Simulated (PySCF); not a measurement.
**He⁺ (helium, charge +1) across methods**

1s1, 2S determinant. Calculation: PySCF 2.14, in an uncontracted even-tempered set (16 s from 0.09 bohr⁻², ratio 2.2; 7 p from 0.17 bohr⁻², ratio 2.4; 4 d from 0.52 bohr⁻², ratio 2.4; 4 f from 0.78 bohr⁻², ratio 2.4; 3 g from 1.2 bohr⁻², ratio 2.4); the non-relativistic Hamiltonian (point nucleus).

```json
{"method": "LDA", "E (hartree)": "-1.9417", "mean ε 1s α (eV)": "-41.100", "Σ⟨r²⟩ (bohr²)": "0.7998", "⟨S²⟩": "0.750"}
{"method": "revPBE", "E (hartree)": "-2.0029", "mean ε 1s α (eV)": "-42.139", "Σ⟨r²⟩ (bohr²)": "0.7757", "⟨S²⟩": "0.750"}
{"method": "BP86", "E (hartree)": "-1.9927", "mean ε 1s α (eV)": "-42.006", "Σ⟨r²⟩ (bohr²)": "0.7733", "⟨S²⟩": "0.750"}
{"method": "PBE0", "E (hartree)": "-1.9967", "mean ε 1s α (eV)": "-45.174", "Σ⟨r²⟩ (bohr²)": "0.7708", "⟨S²⟩": "0.750"}
{"method": "UHF", "E (hartree)": "-2.00000", "mean ε 1s α (eV)": "-54.423", "Σ⟨r²⟩ (bohr²)": "0.7500", "⟨S²⟩": "0.750"}
{"method": "r2SCAN", "E (hartree)": "-2.0002", "mean ε 1s α (eV)": "-43.213", "Σ⟨r²⟩ (bohr²)": "0.7621", "⟨S²⟩": "0.750"}
```

Question: Estimate the same row for PBE.

Answer: E (hartree) = -1.9938; mean ε 1s α (eV) = -42.039; Σ⟨r²⟩ (bohr²) = 0.7794; ⟨S²⟩ = 0.750.

For one electron the Hartree and exchange-correlation energies should cancel; what remains is the self-interaction error.
